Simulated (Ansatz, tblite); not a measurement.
Removing an electron: GeMe2 (C2H6Ge). The state is a singlet with charge 0. Geometry: PBE-D4/def2-TZVP. Ansatz, gas phase; energy differences of separate SCF runs; the oxidised species was run as a doublet alone.

Cartesian coordinates in Å:
```
Ge 1.201 0.665 -0.259
C 0.501 -0.296 1.367
H 0.317 -1.353 1.110
H -0.471 0.131 1.667
H 1.193 -0.252 2.219
C -0.438 0.329 -1.381
H -1.305 0.816 -0.901
H -0.660 -0.751 -1.415
H -0.339 0.711 -2.405
```

The xTB rows come from tblite.

```
            level  −HOMO (eV)  vertical IE (eV)  −LUMO (eV)  HOMO–LUMO gap (eV)
         GFN2-xTB        9.56             12.86        6.75                2.81
 PBE-D4/def2-TZVP        5.06              8.15        3.05                2.01
PBE0-D4/def2-TZVP        6.07              8.20        2.20                3.86
```

Estimate the rows for GFN1-xTB, r2SCAN-D4/def2-TZVP.


```tsv
level	−HOMO (eV)	vertical IE (eV)	−LUMO (eV)	HOMO–LUMO gap (eV)
GFN1-xTB	10.17	13.20	8.04	2.13
r2SCAN-D4/def2-TZVP	5.28	8.16	2.94	2.34
```

Relaxing the oxidised species (PBE-D4/def2-TZVP) changes its energy by -0.44 eV at PBE-D4/def2-TZVP, so the adiabatic ionisation energy to this nearest minimum is 7.71 eV. At PBE0-D4/def2-TZVP it is 7.71 eV.    Raw xTB energy differences between charge states are shifted by several eV; the methods need an empirical correction for them.
